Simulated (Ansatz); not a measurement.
`[CH3][SnH]([CH3])[OH]` → `[CH3][Sn][CH3]` + H₂O at 298.15 K and 1 bar (stannylene formation by 1,1-elimination).

Computed with Ansatz on PBE0-D4/def2-TZVP structures; ΔE is electronic, products minus reactants. CCSD(T)/CBS adds triple-zeta CCSD(T) − MP2 to the extrapolated MP2 energy (def2 sets, frozen cores). This one scheme is used for every species. Elements past krypton have def2 core potentials. For Sn outer-core shells are correlated without core-valence functions, which leaves a few kJ/mol of doubt a bond. Each species was taken in one conformer, which may not be the lowest.

```
                species  CCSD(T)/CBS energy (Eh)  H − E (kJ/mol)  S (J/(mol·K))
`[CH3][SnH]([CH3])[OH]`               -370.14409           265.3          384.1
       `[CH3][Sn][CH3]`               -293.72612           201.1          337.9
                    H₂O                -76.37941            66.4          188.7
```

H − E and S are ideal-gas, rigid-rotor, harmonic terms from PBE0-D4/def2-TZVP, for one conformer and one mirror image of each species. 1 Eh = 2625.50 kJ/mol, R = 8.31446 J/(mol·K).

**Question.** By hand: ΔE, ΔH, ΔS and ΔG.

**Answer.** ΔE = (-293.72612) + (-76.37941) − (-370.14409) = 0.03856 Eh = 101.2 kJ/mol. Δ(H − E) = 201.1 + 66.4 − 265.3 = 2.2, so ΔH = 103.4 kJ/mol. ΔS = 337.9 + 188.7 − 384.1 = 142.5 J/(mol·K). ΔG = 103.4 − 298.15 × (142.5)/1000 = 60.9 kJ/mol.

**Question.** By hand: the equilibrium constant, and the temperature at which ΔG would vanish if ΔH and ΔS stayed fixed.

**Answer.** log₁₀ K = −ΔG/(RT ln 10) = -10.7. ΔG = 0 at ΔH/ΔS = 726 K.

The number of gas molecules changes by +1, which sets the sign of ΔS. A doubt of 5 kJ/mol in ΔE shifts log₁₀ K by 0.9 here. Other conformers and mirror images would add mixing entropy, several J/(mol·K) or more a flexible species. Modes under 60 cm⁻¹, often nearly free rotors, make the harmonic entropy too high. These are equilibria of isolated gas molecules and say nothing of rates. Largest T1 diagnostic: 0.013 (customary marks: 0.02 for closed shells, 0.045 for open ones).
